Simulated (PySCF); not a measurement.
Spinor energies of Co²⁺ (cobalt, charge +2)

Start: [Ar] 3d7; 3d3/2 filled at m_j = -3/2, -1/2, +1/2, +3/2; 3d5/2 filled at m_j = +1/2, +3/2, +5/2. Calculated with PySCF 2.14 in x2c-TZVPall-2c: generalised Hartree-Fock with the X2C-1e Hamiltonian and a Gaussian nucleus; one run each with spin-orbit coupling (SO) switched off, then screened by Boettger's factors.

| spinor shell | electrons | ε, spin-free (eV) | ε, screened SO (eV) | weight of nominal j (screened SO) | rms radius, screened SO (bohr) |
| --- | --- | --- | --- | --- | --- |
| 1s1/2 | 2 | -7795.6 | -7795.5 | 1.000 | 0.0649 |
| 2s1/2 | 2 | -983.77 | -983.72 | 1.000 | 0.276 |
| 2p1/2 | 2 | -841.46 | -852.07 | 0.995 | 0.247 |
| 3s1/2 | 2 | -144.44 | -144.42 | 1.000 | 0.832 |
| 3p3/2 | 4 | -101.25 | -100.08 | 0.818 | 0.891 |
| 3p1/2 | 2 | -101.25 | -103.59 | 0.637 | 0.886 |
| 3d5/2 | 3 | -36.963 | -38.148 | 0.785 | 1.11 |
| 3d3/2 | 4 | -36.963 | -36.076 | 0.703 | 1.14 |

Task: Where does 2p3/2 lie, and what is the 2p spin-orbit splitting (screened SO)?

Result: At -836.23 eV, 15.841 eV above 2p1/2.

| quantity | spin-free | screened SO |
| --- | --- | --- |
| E (hartree) | -1391.02418 | -1391.05350 |
| M_J | 9/2 | 9/2 |
| ⟨J²⟩ | 24.756 | 24.757 |
| ⟨L²⟩ | 12.003 | 12.020 |
| ⟨S²⟩ | 3.754 | 3.748 |

Each row is a mean over spinors that exchange with the open shell spreads, by up to 14.128 eV (3p3/2).

Rows whose weight is well below 1 are mixtures of j = l ± 1/2: exchange outweighs spin-orbit coupling there, and the label is only the starting occupation.

Without spin-orbit coupling the j labels of p, d and f shells carry no meaning; the spin-free column gives the mean over the occupied spinors of each nl shell.
